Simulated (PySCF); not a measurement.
Be(I)2, SMILES [I][Be][I] (B3LYP/def2-SVP optimised geometry):

```
3

Be     0.000    -0.001     0.000
I      2.177    -0.001     0.000
I     -2.177     0.001    -0.001
```

Level of theory: B3LYP/def2-TZVP, def2 effective core potentials past Kr in PySCF.

Question: What are the frontier orbital energies and the dipole moment?

Answer: HOMO-2 -8.19 eV, HOMO-1 -7.72 eV, HOMO -7.72 eV, LUMO -1.17 eV, LUMO+1 -1.17 eV; dipole moment 0.00 D.
